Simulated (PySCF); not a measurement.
# Basis and Hamiltonian dependence of the excitation energy of Nb²⁺

Nb²⁺ [Kr] 4d3 (4F) → Nb²⁺ [Kr] 4d2 5s1 (4F). Calculated with PySCF 2.14 from differences of total energies of unrestricted determinants, without spin-orbit coupling. Values in eV.

```json
{"basis": "aug-cc-pVDZ-PP with ECP28MDF", "Hamiltonian": "ECP", "functions": "54", "UHF": "3.216", "r2SCAN": "3.231", "PBE0": "3.233", "MP2 (valence)": "3.244", "CCSD(T) (valence)": "3.238", "CCSD(T) (valence and next inner shell)": "n/a"}
{"basis": "def2-TZVPPD with the def2 core potential (28 electrons)", "Hamiltonian": "ECP", "functions": "56", "UHF": "3.092", "r2SCAN": "3.126", "PBE0": "3.137", "MP2 (valence)": "3.163", "CCSD(T) (valence)": "3.163", "CCSD(T) (valence and next inner shell)": "2.991"}
{"basis": "ANO-RCC-VTZP", "Hamiltonian": "spin-free X2C", "functions": "68", "UHF": "3.251", "r2SCAN": "3.504", "PBE0": "3.456", "MP2 (valence)": "3.342", "CCSD(T) (valence)": "3.342", "CCSD(T) (valence and next inner shell)": "3.293"}
{"basis": "aug-cc-pwCVDZ-PP with ECP28MDF", "Hamiltonian": "ECP", "functions": "70", "UHF": "3.110", "r2SCAN": "3.153", "PBE0": "3.158", "MP2 (valence)": "3.185", "CCSD(T) (valence)": "3.185", "CCSD(T) (valence and next inner shell)": "2.920"}
{"basis": "x2c-TZVPPall", "Hamiltonian": "spin-free X2C", "functions": "79", "UHF": "3.136", "r2SCAN": "3.394", "PBE0": "3.350", "MP2 (valence)": "3.220", "CCSD(T) (valence)": "3.223", "CCSD(T) (valence and next inner shell)": "3.112"}
{"basis": "def2-QZVPPD with the def2 core potential (28 electrons)", "Hamiltonian": "ECP", "functions": "81", "UHF": "3.041", "r2SCAN": "3.050", "PBE0": "3.063", "MP2 (valence)": "3.124", "CCSD(T) (valence)": "3.123", "CCSD(T) (valence and next inner shell)": "2.978"}
{"basis": "aug-cc-pVTZ-PP with ECP28MDF", "Hamiltonian": "ECP", "functions": "88", "UHF": "3.069", "r2SCAN": "3.081", "PBE0": "3.096", "MP2 (valence)": "3.136", "CCSD(T) (valence)": "3.134", "CCSD(T) (valence and next inner shell)": "n/a"}
{"basis": "x2c-TZVPPall with one added diffuse shell each of s, p, d, f type", "Hamiltonian": "spin-free X2C", "functions": "95", "UHF": "3.123", "r2SCAN": "3.367", "PBE0": "3.325", "MP2 (valence)": "3.204", "CCSD(T) (valence)": "3.207", "CCSD(T) (valence and next inner shell)": "3.090"}
{"basis": "aug-cc-pVTZ-DK", "Hamiltonian": "spin-free X2C", "functions": "102", "UHF": "3.051", "r2SCAN": "3.245", "PBE0": "3.204", "MP2 (valence)": "3.119", "CCSD(T) (valence)": "3.117", "CCSD(T) (valence and next inner shell)": "n/a"}
{"basis": "x2c-QZVPPall", "Hamiltonian": "spin-free X2C", "functions": "111", "UHF": "3.054", "r2SCAN": "3.255", "PBE0": "3.213", "MP2 (valence)": "3.133", "CCSD(T) (valence)": "3.132", "CCSD(T) (valence and next inner shell)": "n/a"}
{"basis": "aug-cc-pVTZ-PP with one added diffuse shell each of s, p, d, f, g type with ECP28MDF", "Hamiltonian": "ECP", "functions": "113", "UHF": "3.069", "r2SCAN": "3.080", "PBE0": "3.096", "MP2 (valence)": "3.136", "CCSD(T) (valence)": "n/a", "CCSD(T) (valence and next inner shell)": "n/a"}
{"basis": "aug-cc-pwCVTZ-PP with ECP28MDF", "Hamiltonian": "ECP", "functions": "122", "UHF": "3.066", "r2SCAN": "3.080", "PBE0": "3.095", "MP2 (valence)": "3.150", "CCSD(T) (valence)": "n/a", "CCSD(T) (valence and next inner shell)": "n/a"}
{"basis": "aug-cc-pVQZ-PP with ECP28MDF", "Hamiltonian": "ECP", "functions": "135", "UHF": "3.063", "r2SCAN": "3.080", "PBE0": "3.090", "MP2 (valence)": "3.148", "CCSD(T) (valence)": "n/a", "CCSD(T) (valence and next inner shell)": "n/a"}
{"basis": "aug-cc-pwCVTZ-DK", "Hamiltonian": "spin-free X2C", "functions": "136", "UHF": "3.051", "r2SCAN": "3.249", "PBE0": "3.211", "MP2 (valence)": "3.131", "CCSD(T) (valence)": "n/a", "CCSD(T) (valence and next inner shell)": "n/a"}
```

Frozen in the all-electron rows: valence: [Kr]; valence and next inner shell: [Ar] 3d10; with a core potential, the same shells as far as they lie outside it.
